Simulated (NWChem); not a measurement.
# InO, doublet; SMILES [O]=[In]

Results from NWChem. Spin-unrestricted. Geometry: optimised at PBE0/def2-SVP, spin-unrestricted. No stability test was run on the SCF state. def2 effective core potentials on In; no spin-orbit coupling.

Q: Estimate the computed values for PBE/def2-SVP. Quantities: highest occupied level (eV); lowest empty minus highest occupied level, either spin (eV); dipole (D); <S²>.

A: 
```yaml
highest occupied level (eV): -5.64
lowest empty minus highest occupied level, either spin (eV): 0.65
dipole (D): 3.58
"<S²>": 0.757
```
